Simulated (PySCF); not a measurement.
Vertical excitations of a molecule C3H9ClOSi from TDA-PBE/def2-SVPD run with PySCF, as energy in eV (oscillator strength): 6.36 (0.040), 6.89 (0.009), 6.92 (0.025), 7.14 (0.024), 7.36 (0.005), 7.45 (0.018). Lowest triplet (TDA): 6.23 eV. Coordinates come from a B3LYP-D3(BJ)/def2-SVP optimisation. One conformer was computed; it need not be the lowest.

Problem. Identify the compound among the candidates.
A. CO[SiH2]CCCl
B. CO[C@@H](C)[SiH2]Cl
C. CC[Si@](C)(O)Cl
D. C[C@H](Cl)C[SiH2]O

Solution. C, CC[Si@](C)(O)Cl
